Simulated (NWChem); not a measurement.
System: ZrH2Br2; SMILES [Br][ZrH2][Br]

Excerpt of the output:

```
             Northwest Computational Chemistry Package (NWChem) 7.3.0
             --------------------------------------------------------

 C2V symmetry detected

                             Geometry "geometry" -> ""
                             -------------------------

 Output coordinates in angstroms (scale by  1.889725989 to convert to a.u.)

  No.       Tag          Charge          X              Y              Z
 ---- ---------------- ---------- -------------- -------------- --------------
    1 Zr                  40.0000     0.00000000     0.00000000    -0.78877246
    2 Br                  35.0000     2.10719000     0.00000000     0.50363454
    3 Br                  35.0000    -2.10719000     0.00000000     0.50363454
    4 H                    1.0000     0.00000000    -1.49261400    -1.85175946
    5 H                    1.0000     0.00000000     1.49261400    -1.85175946

 Effective nuclear repulsion energy (a.u.)     797.6955355011

      Symmetry information
      --------------------

 Group name             C2v
 Group number             16
 Group order               4
 No. of unique centers     3

                                 NWChem DFT Module
                                 -----------------

 Summary of "ao basis" -> "ao basis" (spherical)
 ------------------------------------------------------------------------------
       Tag                 Description            Shells   Functions and Types
 ---------------- ------------------------------  ------  ---------------------
 Zr                         def2-svp                11       31   5s3p2d1f
 Br                         def2-svp                12       32   5s4p3d
 H                          def2-svp                 3        5   2s1p

      Symmetry analysis of basis
      --------------------------

        a1         40
        a2         14
        b1         30
        b2         21

            General Information
            -------------------
          SCF calculation type: DFT
          Wavefunction type:  closed shell.
          No. of atoms     :     5
          No. of electrons :    84
           Alpha electrons :    42
            Beta electrons :    42
          Charge           :     0
          Spin multiplicity:     1
          Use of symmetry is: on ; symmetry adaption is: on
          Maximum number of iterations: 150
          AO basis - number of functions:   105
                     number of shells:    41
          Convergence on energy requested:  1.00D-06
          Convergence on density requested:  1.00D-05
          Convergence on gradient requested:  5.00D-04

              XC Information
              --------------
                         MN15 Method XC Functional
                     Hartree-Fock (Exact) Exchange  0.440
                          MN15 Exchange Functional  1.000
                        MN15 Correlation Potential  1.000

             Grid Information
             ----------------
          Grid used for XC integration:  fine
          Radial quadrature: Mura-Knowles
          Angular quadrature: Lebedev.
          Tag              B.-S. Rad. Rad. Pts. Rad. Cut. Ang. Pts.
          ---              ---------- --------- --------- ---------
          Zr                  1.55      141          10.0       974
          Br                  1.15      140          11.0       974
          H                   0.35       60          10.0       590
          Grid pruning is: on
          Number of quadrature shells:   341
          Spatial weights used:  Erf1

      Superposition of Atomic Density Guess
      -------------------------------------

 Sum of atomic energies:       -5198.66965973

      Non-variational initial energy
      ------------------------------

 Total energy =   -5191.741545
 1-e energy   =   -7963.872414
 2-e energy   =    2410.188864
 HOMO         =      -0.321861
 LUMO         =      -0.010220

      Symmetry analysis of molecular orbitals - initial
      -------------------------------------------------

  Numbering of irreducible representations:

     1 a1          2 a2          3 b1          4 b2

  Orbital symmetries:

     1 a1          2 b1          3 a1          4 b1          5 a1
     6 b1          7 a1          8 b2          9 a2         10 b1
    11 a1         12 b1         13 a1         14 b1         15 a1
    16 b2         17 a2         18 b1         19 a1         20 b1
    21 a1         22 b2         23 a2         24 b1         25 a1
    26 b2         27 a2         28 b1         29 a1         30 b1
    31 a1         32 b2         33 a1         34 b1         35 a1
    36 b1         37 a1         38 a2         39 b2         40 b1
    41 a1         42 b2         43 a1         44 a2         45 b1
    46 b2         47 a1         48 a1         49 b1         50 a1
    51 b2         52 a1

     ---------------------------------------------
      Total Density - Mulliken Population Analysis
     ---------------------------------------------

    Atom       Charge   Shell Charges
 -----------   ------   -------------------------------------------------------
    1 Zr  12    10.09  -0.48  1.59  0.89  0.55  0.16  5.81  0.37  0.12  0.82  0.22  0.04
    2 Br  35    35.55   2.00  2.00  2.00  1.37  0.58  6.00  5.99  2.46  3.15  8.23  1.73  0.05
    3 Br  35    35.55   2.00  2.00  2.00  1.37  0.58  6.00  5.99  2.46  3.15  8.23  1.73  0.05
    4 H    1     1.40   0.78  0.62  0.00
    5 H    1     1.40   0.78  0.62  0.00

   convergence    iter        energy       DeltaE   RMS-Dens  Diis-err
 ---------------- ----- ----------------- --------- --------- ---------
 d= 0,ls=0.0,diis     1  -5196.3833889947 -5.56D+03  2.69D-02  1.87D+00
 d= 0,ls=0.0,diis     2  -5195.5604610517  8.23D-01  2.04D-02  7.83D+00
 d= 0,ls=0.0,diis     3  -5196.5499107075 -9.89D-01  3.48D-03  7.48D-02
 d= 0,ls=0.0,diis     4  -5196.5622347108 -1.23D-02  9.59D-04  1.11D-02
 d= 0,ls=0.0,diis     5  -5196.5641601953 -1.93D-03  1.60D-04  3.22D-04
  Resetting Diis
 d= 0,ls=0.0,diis     6  -5196.5642028241 -4.26D-05  5.94D-05  9.29D-06
 d= 0,ls=0.0,diis     7  -5196.5642058164 -2.99D-06  1.82D-05  1.19D-06
 d= 0,ls=0.0,diis     8  -5196.5642059476 -1.31D-07  8.05D-06  8.56D-07

         Total DFT energy =    -5196.564205947642
      One electron energy =    -7963.499790142650
           Coulomb energy =     2594.695369243251
    Exchange-Corr. energy =     -189.701790679820
 Nuclear repulsion energy =      361.942005631578

 Numeric. integr. density =       83.999998256008

                  Occupations of the irreducible representations
                  ----------------------------------------------

                     irrep           alpha         beta
                     --------     --------     --------
                     a1               16.0         16.0
                     a2                5.0          5.0
                     b1               14.0         14.0
                     b2                7.0          7.0

                       DFT Final Molecular Orbital Analysis
                       ------------------------------------

 Vector   40  Occ=2.000000D+00  E=-3.585829D-01  Symmetry=a1
              MO Center= -1.1D-14,  3.1D-13, -1.3D+00, r^2= 3.8D+00
   Bfn.  Coefficient  Atom+Function         Bfn.  Coefficient  Atom+Function
  ----- ------------  ---------------      ----- ------------  ---------------
    19      0.313562  1 Zr d  2              96     -0.286165  4 H  s
   101     -0.286165  5 H  s                  4     -0.280082  1 Zr s
     2      0.228299  1 Zr s                  8     -0.213830  1 Zr pz
    97     -0.173585  4 H  s                102     -0.173585  5 H  s
    46     -0.147995  2 Br px                78      0.147995  3 Br px

 Vector   41  Occ=2.000000D+00  E=-3.564233D-01  Symmetry=b1
              MO Center=  2.1D-13,  9.6D-16,  4.2D-01, r^2= 5.8D+00
   Bfn.  Coefficient  Atom+Function         Bfn.  Coefficient  Atom+Function
  ----- ------------  ---------------      ----- ------------  ---------------
    48      0.387879  2 Br pz                80     -0.387879  3 Br pz
    45      0.359823  2 Br pz                77     -0.359823  3 Br pz
    42     -0.240329  2 Br pz                74      0.240329  3 Br pz
    43     -0.134847  2 Br px                46     -0.135036  2 Br px
    75     -0.134847  3 Br px                78     -0.135036  3 Br px

 Vector   42  Occ=2.000000D+00  E=-3.461420D-01  Symmetry=b2
              MO Center= -4.5D-15, -3.9D-13, -1.4D+00, r^2= 3.6D+00
   Bfn.  Coefficient  Atom+Function         Bfn.  Coefficient  Atom+Function
  ----- ------------  ---------------      ----- ------------  ---------------
    16      0.386454  1 Zr d -1              96      0.298245  4 H  s
   101     -0.298245  5 H  s                  7      0.259500  1 Zr py
    97      0.201653  4 H  s                102     -0.201653  5 H  s
    47     -0.144689  2 Br py                79     -0.144689  3 Br py
    44     -0.131763  2 Br py                76     -0.131763  3 Br py

[...]

                         DFT ENERGY GRADIENTS

    atom               coordinates                        gradient
                 x          y          z           x          y          z
   1 Zr      0.000000   0.000000  -1.490564    0.000000   0.000000  -0.002596
   2 Br      3.982012   0.000000   0.951731    0.002451   0.000000   0.001632
   3 Br     -3.982012   0.000000   0.951731   -0.002451   0.000000   0.001632
   4 H       0.000000  -2.820631  -3.499318    0.000000  -0.000390  -0.000334
   5 H       0.000000   2.820631  -3.499318   -0.000000   0.000390  -0.000334
```

Level: MN15/def2-SVP with def2 effective core potentials on Zr. Coordinates come from a PBE0/def2-SVP optimisation. def2 effective core potentials on Zr; no spin-orbit coupling.

Q: Which NWChem input produces such a log?

A: This is not unique; one that fits is the input that was run:
```
start job
memory heap 200 mb stack 900 mb global 1100 mb
geometry units angstroms noautoz
  Zr     0.000000     0.000000    -0.781636
  Br     2.107190     0.000000     0.510771
  Br    -2.107190     0.000000     0.510771
  H      0.000000    -1.492614    -1.844623
  H      0.000000     1.492614    -1.844623
end
basis spherical
  * library def2-svp
end
ecp
  Zr library def2-ecp
end
dft
  xc mn15
  grid fine
  iterations 150
  mulliken
end
task dft gradient
```
